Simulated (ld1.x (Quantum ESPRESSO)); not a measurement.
# Pseudopotential generation for calcium (Ca): PAW, PBE, scalar-relativistic.

ld1.x (Quantum ESPRESSO) 7.5 was run on this input:

```
&input
   title='Ca', zed=20., rel=1, dft='PBE', iswitch=3,
   config='[Ar] 3d0 4s1.75 4p0',
   nld=3, rlderiv=2.25, eminld=-6.0, emaxld=5.0, deld=0.02
 /
 &inputp
   pseudotype=3, lpaw=.true., tm=.true., lloc=-2, rcloc=1.35,
   nlcc=.true.,
   which_augfun='PSQ', rmatch_augfun_nc=.true.,
   file_pseudopw='Ca.UPF', file_wfcaegen='ae.wfc', file_wfcncgen='nc.wfc', file_beta='beta', file_chi='chi', file_wfcusgen='us.wfc'
 /
6
3S  1  0   2.00   0.00  1.85  2.05  0.0
4S  2  0   1.75   0.00  1.85  2.05  0.0
3P  2  1   6.00   0.00  1.75  1.95  0.0
4P  3  1   0.00   0.00  1.75  1.95  0.0
3D  3  2   0.00   0.00  1.25  1.55  0.0
3D  3  2   0.00   0.80  1.25  1.55  0.0
 &test
   configts(1)='3s2 3p6 3d0 4s1.75 4p0'
 /
```

Command:

```bash
ld1.x < Ca.in > Ca.out
```

Resulting log (shortened: banner, matrices, multipoles, cross overlaps and the repeated all-electron block are left out):

```
Program LD1 v.7.5
     --------------------------- All-electron run ----------------------------

     Ca
     scalar relativistic calculation

     atomic number is 20.00
     dft =PBE   lsd =0 sic =0 latt =0  beta=0.20 tr2=1.0E-14
     Exchange-correlation= PBE
                           (   1   4   3   4   0   0   0)
     mesh =1169 r(mesh) =  99.90979 a.u. xmin = -7.00 dx = 0.01250
     1 Ry =  13.60569312 eV, c = 137.03599908

     n l     nl                  e(Ry)          e(Ha)          e(eV)
     1 0     1S 1( 2.00)      -290.3944      -145.1972     -3951.0167
     2 0     2S 1( 2.00)       -30.5734       -15.2867      -415.9722
     2 1     2P 1( 6.00)       -24.7206       -12.3603      -336.3405
     3 0     3S 1( 2.00)        -3.5776        -1.7888       -48.6752
     3 1     3P 1( 6.00)        -2.1746        -1.0873       -29.5871
     3 2     3D 1( 0.00)        -0.2508        -0.1254        -3.4129
     4 0     4S 1( 1.75)        -0.3674        -0.1837        -4.9992
     4 1     4P 1( 0.00)        -0.1809        -0.0905        -2.4613

     final scf error:  3.0E-15 reached in  24 iterations

     Etot =   -1360.571857 Ry,    -680.285929 Ha,  -18511.523162 eV

     Ekin =    1369.823042 Ry,     684.911521 Ha,   18637.391942 eV
     Encl =   -3229.113005 Ry,   -1614.556502 Ha,  -43934.320599 eV
     Eh   =     570.606915 Ry,     285.303457 Ha,    7763.502579 eV
     Exc  =     -71.888810 Ry,     -35.944405 Ha,    -978.097083 eV

     normalization and overlap integrals

     s(1S/1S) =  1.000000  <r> =   0.0768  <r2> =    0.0079  r(max) =   0.0500
     s(2S/2S) =  1.000000  <r> =   0.3643  <r2> =    0.1572  r(max) =   0.2987
     s(2P/2P) =  1.000000  <r> =   0.3278  <r2> =    0.1330  r(max) =   0.2477
     s(3S/3S) =  1.000000  <r> =   1.1558  <r2> =    1.5420  r(max) =   0.9918
     s(3P/3P) =  1.000000  <r> =   1.2703  <r2> =    1.9047  r(max) =   1.0427
     s(3D/3D) =  1.000000  <r> =   2.2372  <r2> =    6.8921  r(max) =   1.2735
     s(4S/4S) =  1.000000  <r> =   3.9009  <r2> =   17.3885  r(max) =   3.3343
     s(4P/4P) =  1.000000  <r> =   5.0598  <r2> =   29.5053  r(max) =   4.1756

     ------------------------ End of All-electron run ------------------------

     --------------------- Generating PAW atomic setup --------------------

      Generating local potential from pseudized AE potential:
      Matching radius rcloc =   1.3500
      Enforcing V''(0)=0 (lloc=-2)

      Local pseudo, rcloc= 1.356 Estimated cut-off energy=    16.80 Ry

      Computing core charge for nlcc:

       r > 0.61 : true rho core
       r < 0.61 : rho core = a sin(br)/r    a=  14.85  b=   4.40

      Integrated core pseudo-charge :   2.67
      Wfc-us  3S rcutus= 2.074  Estimated cut-off energy=    12.82 Ry
      Wfc-us  4S rcutus= 2.074  Estimated cut-off energy=    26.47 Ry
      Wfc-us  3P rcutus= 1.972  Estimated cut-off energy=    21.44 Ry
      Wfc-us  4P rcutus= 1.972  Estimated cut-off energy=    39.45 Ry
      Wfc-us  3D rcutus= 1.536  Estimated cut-off energy=    47.44 Ry
      Wfc-us  3D rcutus= 1.536  Estimated cut-off energy=    51.42 Ry

     Required augmentation: PSQ   radius:    2.050000

     Q pseudized with Bessel functions
     Expected ecutrho=     297.8936 due to l1=  2   l2=  2

     Estimated PAW energy = -133.300943 Ryd

     ------------------- End of pseudopotential generation -------------------

     Computing logarithmic derivative in   2.24912
     Computing logarithmic derivative in   2.24912
     Computing the partial wave expansion
     R is outside the sphere for l=    0 j= 0.00
     R is outside the sphere for l=    0 j= 0.00
     R is outside the sphere for l=    1 j= 0.00
     R is outside the sphere for l=    1 j= 0.00
     R is outside the sphere for l=    2 j= 0.00
     R is outside the sphere for l=    2 j= 0.00

     ---------------------- Testing the pseudopotential ----------------------

     Ca
     scalar relativistic calculation

     atomic number is 20.00   valence charge is 10.00
     dft = SLA  PW   PBX  PBC   lsd =0 sic =0 latt =0  beta=0.20 tr2=1.0E-14
     mesh =1169 r(mesh) =  99.90979 xmin = -7.00 dx = 0.01250

     n l     nl             e AE (Ry)        e PS (Ry)    De AE-PS (Ry)
     1 0     3S   1( 2.00)       -3.57756       -3.57753       -0.00003
     2 1     3P   1( 6.00)       -2.17461       -2.17459       -0.00002
     3 2     3D   1( 0.00)       -0.25084       -0.25082       -0.00002
     2 0     4S   1( 1.75)       -0.36743       -0.36743       -0.00000
     3 1     4P   1( 0.00)       -0.18091       -0.18090       -0.00000

     eps = 3.2E-15  iter =  4

     Etot =   -1360.571857 Ry,    -680.285929 Ha,  -18511.523162 eV
     Etotps =  -133.300940 Ry,     -66.650470 Ha,   -1813.651686 eV

     Ekin =      89.245235 Ry,      44.622618 Ha,    1214.243285 eV
     Encl =    -206.321124 Ry,    -103.160562 Ha,   -2807.141900 eV
     Ehrt =      55.663813 Ry,      27.831906 Ha,     757.344755 eV
     Ecxc =     -71.888864 Ry,     -35.944432 Ha,    -978.097826 eV
     (Ecc =      -5.671576 Ry,      -2.835788 Ha,     -77.165718 eV)

     ---------------------- End of pseudopotential test ----------------------
```

Generation and configuration tests took about 4.6 s on one core of a shared server CPU.
